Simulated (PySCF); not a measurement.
Delta-SCF ions had no search for a lower state. Excitations are Tamm–Dancoff values on a coarser integration grid. The basis has no diffuse functions, so Rydberg states are missing or too high.

**C₃H₇ClSi, SMILES `C(/[SiH3])=C(/Cl)C` (charge 0, multiplicity 1)**

Calculation: PySCF with CAM-B3LYP-D3(BJ)/def2-TZVP.

```json
{
  "HOMO": "-8.76 eV",
  "dipole_moment": "1.93 D",
  "HOMO–LUMO gap": "9.23 eV",
  "LUMO": "0.47 eV",
  "S1 excitation (TDA)": "6.66 eV",
  "S1 oscillator strength": "0.419",
  "brightest of the four lowest singlets (TDA)": "6.66 eV",
  "T1 excitation (TDA)": "4.04 eV",
  "S1–T1 gap (TDA)": "2.62 eV",
  "vertical ionisation energy (Delta-SCF)": "9.52 eV",
  "total_energy": "-23625.64 eV",
  "cost": "very roughly 5 core-minutes"
}
```

```xyz
12

C     -2.0990    -0.2221    -0.0170
C     -0.6549    -0.0831     0.3195
Cl    -0.3486    -0.1239     2.0434
C      0.3539     0.0599    -0.5252
Si     2.1496     0.2311    -0.0678
H     -2.4919    -1.1646     0.3663
H     -2.2391    -0.1911    -1.0959
H     -2.6773     0.5815     0.4405
H      0.0802     0.0755    -1.5756
H      2.3739     1.4301     0.7667
H      2.6276    -0.9600     0.6651
H      2.9258     0.3667    -1.3200
```
Charge 0, spin multiplicity 1.
